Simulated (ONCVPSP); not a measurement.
## phosphorus (P), ONCV: configuration errors across variants

P (Z = 15), optimised norm-conserving Vanderbilt (ONCV), made with ONCVPSP 4.0.1 (PBE, scalar-relativistic). Core [Ne], reference 3s2 3p3. Waves: 3s: rc 1.40 bohr, ncon 3, nbas 6, qcut 5.6 1/bohr, 3 projectors, debl 3.4 Ha; 3p: rc 1.45 bohr, ncon 4, nbas 8, qcut 6.6 1/bohr, 3 projectors, debl 0.3 Ha; d scattering state at 0.26 Ha: rc 1.50 bohr, ncon 3, nbas 6, qcut 6.6 1/bohr, 1 projector. Local part: polynomial inside 1.20 bohr (lpopt 5, dvloc0 6 Ha). Core correction: none.

All-electron excitation energies from the reference (eV): (1) 3s2 3p2 9.730; (2) 3s2 3p1 28.877; (3) 3s2 3p0 58.616; (4) 3s2 3p2.5 3.775.

A true bound ghost makes a file unfit for plane-wave use even where its test errors are small: the radial tests pick states by their node count and pass the ghost by.

Errors AE − PS in meV (a dash: test not solved or not reliable):

```csv
change,(1),(2),(3),(4),bound ghosts,GHOST(+) flags above zero
base,-1.0,+0.1,+21,-0.3,"s, p",p
"all radii scaled by about 0.77 (s 1.08, p 1.12, d 1.16 bohr); local potential polynomial inside 0.94 bohr (lpopt 5, dvloc0 6 Ha)",-0.6,-0.3,+16,-0.2,"s, p",p
"all radii scaled by about 1.05 (s 1.48, p 1.52, d 1.58 bohr); local potential polynomial inside 1.26 bohr (lpopt 5, dvloc0 6 Ha)",-0.9,+0.5,+22,-0.3,"s, p",none
"all radii scaled by about 1.13 (s 1.58, p 1.64, d 1.68 bohr); local potential polynomial inside 1.36 bohr (lpopt 5, dvloc0 6 Ha)",-0.8,+1.4,+25,-0.3,p,p
"all radii scaled by about 1.20 (s 1.68, p 1.74, d 1.80 bohr); local potential polynomial inside 1.44 bohr (lpopt 5, dvloc0 6 Ha)",-0.8,+1.8,+27,-0.3,p,"s, p"
"all radii scaled by about 1.28 (s 1.80, p 1.86, d 1.92 bohr); local potential polynomial inside 1.54 bohr (lpopt 5, dvloc0 6 Ha)",-0.8,+2.2,+29,-0.3,p,none
```

Q: Give the same row for: all radii scaled by about 0.90 (s 1.26, p 1.30, d 1.34 bohr); local potential polynomial inside 1.08 bohr (lpopt 5, dvloc0 6 Ha).

A: -1.0, -1.2, +16, -0.3; bound ghosts: s, p; GHOST(+) flags above zero: p.
